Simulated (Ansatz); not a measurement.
Tuning the range parameter of LC-ωPBE so that −HOMO meets the ionisation energy; basis def2-TZVP, Ansatz. System: PPAsSb tetrahedron (SbAsP2). Total charge 0; singlet. Geometry: r2SCAN-D4/def2-SVP. The ionised state is a doublet.

Geometry of the singlet:

```xyz
4

P     1.248   -0.648    0.136
P     0.138    0.787   -1.165
As   -0.141    0.936    1.153
Sb   -1.244   -1.075   -0.125
```

In the def2 sets Sb takes a core potential; there is no spin–orbit coupling.

```tsv
ω (1/bohr)	HOMO (eV)	LUMO (eV)	vertical IE (eV)	HOMO + IE (eV)
0.1	-7.34	-0.84	8.60	1.26
0.15	-7.85	-0.41	8.60	0.75
0.3	-8.79	0.18	8.68	-0.10
```

Problem. Estimate the row for 0.2 bohr⁻¹.

Solution. 
```
ω (1/bohr)  HOMO (eV)  LUMO (eV)  vertical IE (eV)  HOMO + IE (eV)
       0.2      -8.24      -0.12              8.61            0.37
```

Problem. Where does the tuning condition hold?

Solution. Near ω = 0.28 bohr⁻¹, by linear interpolation.
